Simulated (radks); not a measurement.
Results of a calculation; reference values are marked as such.
Task: These are the eigenvalues of the occupied orbitals of an atom or ion with whole-number occupations (hartree). Code: a radial shooting solver on a logarithmic mesh with Libxc functionals. Model: scalar-relativistic Kohn-Sham, TASK exchange with Perdew-Wang LDA correlation, spin-polarised, spherical densities, finite nucleus; meta-GGA in the generalised Kohn-Sham scheme; Fermi nuclear charge, rms radius of each element as measured or else 0.836 A^(1/3) + 0.57 fm.

| orbital | eigenvalue |
|---|---|
| 1s up | -1657.299 |
| 1s down | -1657.298 |
| 2s down | -270.6088 |
| 2s up | -270.6086 |
| 2p up | -241.6428 |
| 2p down | -241.6428 |
| 3s up | -59.50867 |
| 3s down | -59.42906 |
| 3p up | -50.37784 |
| 3p down | -50.29762 |
| 3d up | -37.81915 |
| 3d down | -37.75644 |
| 4s up | -12.22240 |
| 4s down | -12.02484 |
| 4p up | -9.20514 |
| 4p down | -9.00417 |
| 4d up | -4.91565 |
| 4d down | -4.70589 |
| 5s up | -1.90765 |
| 5s down | -1.77080 |
| 5p up | -1.14890 |
| 5p down | -1.04491 |
| 4f up | -0.33461 |
| 6s up | -0.32025 |

Which element is it, and in what charge state? The configuration may be excited. Open shells, if any, are filled with parallel spins first.

Result: Z = 61, promethium, charge +1: Pm+ in [Xe] 4f5 6s1. The list shows which subshells hold electrons but not how many an open one holds; the 1s level, -1657.3 hartree, gives Z - s = 57.6 by -(Z - s)^2/2, which with screening and relativity narrows Z to a few neighbours, and the depths of the outer levels then fix element, charge and occupations together.
